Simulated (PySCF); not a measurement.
Fractional electron number in Eu+ (europium, charge +1)

The 6s alpha orbital of [Xe] 4f7 6s1 is emptied in steps (occupation f), with all orbitals relaxed, ending at [Xe] 4f7. Computed with PySCF 2.14 in def2-TZVP with the def2 core potential (28 electrons) (10s7p5d4f1g, 93 functions), with a scalar-relativistic core potential. The exact energy is a straight line in f; departures are measured from the line between the end points of the same method.

```json
{"f": "1", "PBE0 (eV)": "0.000", "r2SCAN (eV)": "0.000"}
{"f": "0.9", "PBE0 (eV)": "-0.168", "r2SCAN (eV)": "-0.199"}
{"f": "0.7", "PBE0 (eV)": "-0.394", "r2SCAN (eV)": "-0.455"}
{"f": "0.5", "PBE0 (eV)": "-0.471", "r2SCAN (eV)": "-0.530"}
{"f": "0.3", "PBE0 (eV)": "-0.396", "r2SCAN (eV)": "-0.432"}
{"f": "0.1", "PBE0 (eV)": "-0.167", "r2SCAN (eV)": "-0.175"}
{"f": "0", "PBE0 (eV)": "0.000", "r2SCAN (eV)": "0.000"}
```

```tsv
method	E(f=0) − E(f=1) (eV)	−ε at f=1 (eV)	−ε at f=0.5 (eV)
PBE0	11.279	9.410	11.271
r2SCAN	11.253	9.028	11.330
```

Orbital energy along the path (eV):

```tsv
f	PBE0	r2SCAN
1	-9.410	-9.028
0.9	-9.781	-9.502
0.7	-10.523	-10.433
0.5	-11.271	-11.330
0.3	-12.035	-12.155
0.1	-12.808	-12.887
0	-12.993	-13.041
```

Reference removal energy between the ground levels: 11.24 ± 0.006 eV (semi-empirical (NIST evaluation); NIST Atomic Spectra Database, ionization energies).
